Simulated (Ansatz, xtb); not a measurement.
C5H2BrNS: which of two isomers lies lower

Structure I is `N#Cc1cscc1Br`, a singlet and structure II is `N#Cc1ccc(Br)s1`, a singlet. Both are isolated molecules in the gas phase, relaxed with PBE0-D3(BJ)/def2-SVP.

Energies in hartree; the thermal terms are from GFN2-xTB frequencies at re-optimised GFN2-xTB minima (ideal gas, soft modes damped towards free rotors, one conformer each, 298.15 K, 1 atm) and include the zero-point energy:

|  | I | II |
| --- | --- | --- |
| E, CCSD(T)/def2-SVP | −3215.462886 | −3215.459958 |
| E, MP2/def2-SVP | −3215.390997 | −3215.388299 |
| E, MP2/def2-TZVPP | −3216.377094 | −3216.373533 |
| zero-point energy | 0.053754 | 0.053810 |
| H(298 K) − E | 0.062164 | 0.062277 |
| G(298 K) − E | 0.020017 | 0.020047 |

Task: Correct the CCSD(T) difference for the basis set by the MP2 change, then work out ΔE, ΔE₀, ΔH and ΔG for I → II in kcal/mol (1 Eh = 627.51 kcal/mol) and the equilibrium ratio [II]/[I].

Result: 1. Differences II − I: CCSD(T) +0.002928, MP2 in the small set +0.002698, MP2 in the large set +0.003561 Eh.
2. ΔE = +0.002928 + (+0.003561 − (+0.002698)) = +0.003791 Eh = +2.38 kcal/mol.
3. ΔE₀ = ΔE + ΔZPE = +0.003791 + (+0.000056) Eh = +2.41 kcal/mol.
4. ΔH = ΔE + (+0.000113) Eh = +2.45 kcal/mol.
5. ΔG = ΔE + (+0.000030) Eh = +2.40 kcal/mol, so ΔS = (ΔH − ΔG)/T = +0.7 J/(mol K).
6. kT = 0.9442 mEh, so K = [II]/[I] = exp(−ΔG/kT) = exp(−4.05) ≈ 0.017.

Structure I is favoured at this temperature. An error of 1 kcal/mol in ΔG would change K by a factor of 5.4. HF/STO-3G found them nearly level. Mirror images and further conformers aren't counted.

As drawn, both hold the same kinds of bond in the same numbers.

Other levels gave ΔE = +1.3 (GFN2-xTB); +0.4 (HF/STO-3G, GFN2-xTB geometries); +0.6 (r2SCAN-D4/def2-SVP, GFN2-xTB geometries); +1.0 (PBE0-D3(BJ)/def2-SVP); +2.0 (HF/def2-SVP); +1.7 (MP2/def2-SVP); +1.8 (CCSD(T)/def2-SVP) kcal/mol. The correlated steps freeze 20 core orbitals; the filled d shell of Br is correlated, in a basis made for valence electrons. Programs: Ansatz 0.2.0, xtb 6.7.1.
